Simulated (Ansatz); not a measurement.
H$_{7}$N$_{4}$Nb, SMILES `[NH]=[Nb]([NH2])([NH2])[NH2]`, relaxed with RKS PBE-D4/def2-SVP in the Gaussian-basis code of Ansatz from a rough embedded geometry. The force threshold is 0.03 eV/Å; the program also tests the step.

Total charge 0; spin multiplicity 1. Nb: def2 effective core potential.

Start:

```xyz
12

N    -0.148   -1.427   -1.808
Nb    0.004   -0.382   -0.280
N     2.035    0.077   -0.030
N    -0.710   -1.424    1.474
N    -1.096    1.431   -0.496
H    -0.800   -1.108   -2.615
H     2.152    0.429    1.009
H     2.253    0.898   -0.585
H    -0.231   -1.095    2.260
H    -1.720   -1.230    1.510
H    -0.449    2.082   -0.939
H    -1.289    1.750    0.499
```

```
step  energy (eV)  largest force (eV/Å)  largest move (Å)
   1   -7615.0184                 3.824             0.000
   2   -7616.0846                 1.860             0.194
   3   -7616.5062                 1.997             0.195
   4   -7616.8653                 1.085             0.200
   5   -7617.0583                 0.588             0.200
   6   -7617.1822                 0.539             0.200
   7   -7617.2509                 0.284             0.200
   8   -7617.2858                 0.188             0.187
   9   -7617.2912                 0.114             0.151
  10   -7617.2944                 0.036             0.038
  11   -7617.2946                 0.013             0.031
```

End:

```xyz
12

N    -0.307   -0.933   -1.684
Nb   -0.028   -0.086   -0.156
N     1.945    0.145    0.099
N    -0.796   -1.179    1.337
N    -0.931    1.699   -0.240
H    -0.473   -1.423   -2.566
H     2.360    0.943    0.594
H     2.687   -0.341   -0.414
H    -0.400   -1.191    2.284
H    -1.445   -1.967    1.246
H    -1.285    2.162   -1.083
H    -1.326    2.172    0.582
```

Run time 30 s (2 threads of an AMD EPYC 7R13 on a shared host); peak host memory 0.23 GiB.
